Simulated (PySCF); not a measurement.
AlBr$_{3}$, singlet, geometry from GFN2-xTB (such geometries of metal compounds can be far from the true shape). Base run: SVWN5/STO-3G (PySCF).

Here is a job for PySCF.
```python
from pyscf import gto, scf, dft

mol = gto.Mole()
mol.atom = '''
    Al   -0.00000000   -0.00000000    0.00000000
    Br   -1.79907489   -1.33890033   -0.10448629
    Br   -0.01545118    1.98485471   -1.04897808
    Br    1.81452607   -0.64595437    1.15346437
'''
mol.basis = 'sto-3g'
mol.verbose = 4
mol.build()

mf = dft.RKS(mol)
mf.xc = 'lda,vwn'
mf.kernel()
mf.analyze()
```

Each row names what was changed in the base input (with any setting that the change needs).

| change | ΔE vs base (mEh) | fitting functions |
|---|---|---|
| base | 0.000 | - |
| auxbasis = even-tempered beta=3.0 | -389.6 | 441 |
| auxbasis = even-tempered beta=1.6 | -0.276 | 906 |
| auxbasis = def2-universal-jfit | -31.883 | 225 |
| auxbasis = cc-pvqz-jkfit | -7.383 | 802 |
| auxbasis = cc-pvtz-ri | -29472.4 | 620 |
| auxbasis = autoaux | -0.971 | 843 |
| auxbasis = def2-universal-jkfit | -5.918 | 926 |
| auxbasis = even-tempered beta=2.0 | -1.714 | 632 |
| auxbasis = def2-svp-ri | -27732.8 | 443 |

A fitting set is made for a task (jfit for Coulomb, jkfit for Coulomb and exchange, ri for correlation) and for a family of orbital bases.
